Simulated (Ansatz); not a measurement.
Relaxation of AlH₈NOSi (12 atoms, charge 0, multiplicity 1), to a largest force component of 0.03 eV/Å in at most 50 steps.

Level of theory: RKS PBE-D4/def2-SVP (Ansatz 0.2.0).

```xyz
12
Properties=species:S:1:pos:R:3
Al 0.143 -0.351 0.151
N 0.082 -0.285 2.029
H -0.755 -0.512 2.573
H 0.914 -0.369 2.619
H 1.609 -0.327 -0.467
H -1.235 -0.536 -0.630
O -0.276 2.517 0.795
Si -1.817 3.176 0.555
H -2.781 2.157 0.003
H -2.384 3.703 1.849
H -1.653 4.298 -0.425
H -0.214 1.901 1.575
```

Where does it end, and by what steps?

The forces met the threshold. After 18 steps the energy has fallen by 1.648 eV; H12 moved furthest, 1.64 Å. Parted: O7–H12 (1.00 → 2.56 Å). Joined: Al1–O7 (2.97 → 1.76 Å), N2–H12 (2.25 → 1.03 Å).

```tsv
step	energy less start (eV)	largest force component (eV/Å)	accepted
0	0.0000	1.269	yes
1	-0.2214	0.513	yes
2	-0.4351	0.786	yes
3	-0.5118	1.115	yes
4	-0.5926	0.662	yes
5	-0.6547	0.454	yes
6	-0.8084	1.141	yes
7	-1.1041	1.271	yes
8	-1.2182	4.154	yes
9	-1.5070	0.732	yes
10	-1.5828	0.410	yes
11	-1.6244	0.718	yes
12	-1.6229	0.320	no
13	-1.6409	0.068	yes
14	-1.6429	0.034	yes
15	-1.6450	0.049	yes
16	-1.6462	0.074	yes
17	-1.6474	0.050	yes
18	-1.6480	0.024	yes
```

```xyz
12
Properties=species:S:1:pos:R:3
Al -0.130 0.376 0.178
N 0.177 -0.150 2.161
H -0.434 -0.910 2.493
H 1.147 -0.400 2.399
H 1.382 0.506 -0.355
H -1.086 -0.809 -0.344
O -0.931 1.889 0.586
Si -1.870 3.211 0.272
H -3.201 2.829 -0.333
H -2.150 3.955 1.556
H -1.196 4.174 -0.676
H -0.071 0.701 2.690
```

Whether the end is a true minimum wasn't checked by a vibrational analysis.

Run time: 44 s on 2 threads of Arm Neoverse V1 (shared host), peak memory 0.15 GiB.
